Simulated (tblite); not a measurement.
C$_{4}$H$_{11}$O$_{2}$ (SMILES COCC[OH+]C), charge +1, singlet, geometry from GFN2-xTB; GFN1-xTB (tblite).

Here is a job for tblite.
```
$ tblite run mol.xyz --method gfn1 --charge 1 --spin 0 --json tblite.json --no-restart

# file mol.xyz
17

C     -2.15155968    -1.05435310    -0.18700047
O     -1.03706568    -0.60282853     0.56491278
C     -0.74096859     0.75977972     0.44396047
C      0.32326333     1.03534935    -0.63017207
O      1.64623900     0.69231972    -0.08650531
C      1.87356508    -0.73366169     0.08883428
H     -3.06051875    -0.52494889     0.10758144
H     -2.25908821    -2.11062448     0.04540578
H     -1.99283928    -0.93152040    -1.26253072
H     -0.35610810     1.09864137     1.41167953
H     -1.63596451     1.34445172     0.20391310
H      0.35300515     2.09951916    -0.86576621
H      0.13060297     0.44812033    -1.53217384
H      2.34477065     1.05032971    -0.67154185
H      2.80548219    -0.85117473     0.63889335
H      1.04210989    -1.13125798     0.67311258
H      1.92936068    -1.25015116    -0.86956641
```

What the program printed (banner, timings and long lists left out):

```
xTB calculator
 | screened Coulomb repulsion
 | Coulomb electrostatics
 |  * isotropic Klopman-Ohno-Mataga-Nishimoto electrostatics
 |  * onsite third-order electrostatics
 | DFT-D3(BJ) dispersion correction

halogen bonding energy    0.0000000000000E+00 Eh
repulsion energy          2.1783506572498E-01 Eh
dispersion energy        -5.5899842229988E-03 Eh
number of electrons       3.8000000000000E+01 e
integral cutoff           1.9731147476801E+01 bohr

------------------------------------------------------------
  cycle        total energy    energy error   density error
------------------------------------------------------------
      1     -23.15172265175  -2.3363968E+01   5.1734229E-01
      2     -23.28797358563  -1.3625093E-01   2.9557925E-01
      3     -23.29137163099  -3.3980454E-03   7.0987671E-02
      4     -23.29350704993  -2.1354189E-03   5.9863710E-03
      5     -23.29359808326  -9.1033324E-05   2.0757469E-03
      6     -23.29360300038  -4.9171263E-06   5.2381278E-04
      7     -23.29360328670  -2.8631936E-07   7.1438276E-05
      8     -23.29360329474  -8.0363165E-09   1.9555727E-05
------------------------------------------------------------

electronic energy        -2.3505848376240E+01 Eh
total energy             -2.3293603294738E+01 Eh

Post processing:
 | Mayer-Wiberg bond orders

[Info] JSON dump of results written to 'tblite.json'
```
